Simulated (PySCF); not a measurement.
## Spinor energies of Ir⁴⁺ (iridium, charge +4)

Start: [Xe] 4f14 5d5; 5d3/2 filled at m_j = -3/2, -1/2, +1/2, +3/2; 5d5/2 filled at m_j = +5/2. Calculated with PySCF 2.14 in x2c-TZVPall-2c: generalised Hartree-Fock with the X2C-1e Hamiltonian and a Gaussian nucleus; one run each with spin-orbit coupling (SO) switched off, then screened by Boettger's factors.

| spinor shell | electrons | ε, spin-free (eV) | ε, screened SO (eV) | weight of nominal j (screened SO) | rms radius, screened SO (bohr) |
| --- | --- | --- | --- | --- | --- |
| 1s1/2 | 2 | -76582.4 | -76555.4 | 1.000 | 0.0197 |
| 2s1/2 | 2 | -13584.5 | -13575.9 | 1.000 | 0.0795 |
| 2p1/2 | 2 | -11816.1 | -12984.3 | 1.000 | 0.0675 |
| 2p3/2 | 4 | -11816.1 | -11351.0 | 1.000 | 0.0752 |
| 3s1/2 | 2 | -3279.8 | -3276.9 | 1.000 | 0.203 |
| 3p1/2 | 2 | -2754.2 | -3012.5 | 1.000 | 0.195 |
| 3p3/2 | 4 | -2754.2 | -2649.3 | 1.000 | 0.210 |
| 3d3/2 | 4 | -2167.5 | -2212.9 | 1.000 | 0.185 |
| 3d5/2 | 6 | -2167.5 | -2134.8 | 1.000 | 0.189 |
| 4s1/2 | 2 | -771.97 | -770.98 | 1.000 | 0.450 |
| 4p1/2 | 2 | -596.61 | -658.30 | 1.000 | 0.456 |
| 4p3/2 | 4 | -596.61 | -571.23 | 1.000 | 0.490 |
| 4d3/2 | 4 | -376.53 | -386.15 | 0.998 | 0.507 |
| 4d5/2 | 6 | -376.53 | -369.26 | 0.999 | 0.519 |
| 5s1/2 | 2 | -161.79 | -161.57 | 1.000 | 1.04 |
| 4f5/2 | 6 | -129.89 | -131.30 | 0.978 | 0.584 |
| 4f7/2 | 8 | -129.89 | -127.98 | 0.984 | 0.584 |
| 5p1/2 | 2 | -112.69 | -125.10 | 0.926 | 1.14 |
| 5p3/2 | 4 | -112.69 | -107.33 | 0.963 | 1.21 |
| 5d3/2 | 4 | -59.320 | -59.456 | 0.646 | 1.56 |
| 5d5/2 | 1 | -59.320 | -58.410 | 1.000 | 1.59 |

| quantity | spin-free | screened SO |
| --- | --- | --- |
| E (hartree) | -17810.88751 | -17835.67681 |
| M_J | 5/2 | 5/2 |
| ⟨J²⟩ | 8.753 | 8.755 |
| ⟨L²⟩ | 0.000 | 0.375 |
| ⟨S²⟩ | 8.753 | 8.375 |

Each row is a mean over spinors that exchange with the open shell spreads, by up to 10.405 eV (5p3/2).

Rows whose weight is well below 1 are mixtures of j = l ± 1/2: exchange outweighs spin-orbit coupling there, and the label is only the starting occupation.

Breit and QED terms are absent; they matter most for the inner s and p1/2 levels.

Densities and radii are taken from the X2C orbitals without a picture-change correction, which distorts them close to the nucleus.

Without spin-orbit coupling the j labels of p, d and f shells carry no meaning; the spin-free column gives the mean over the occupied spinors of each nl shell.
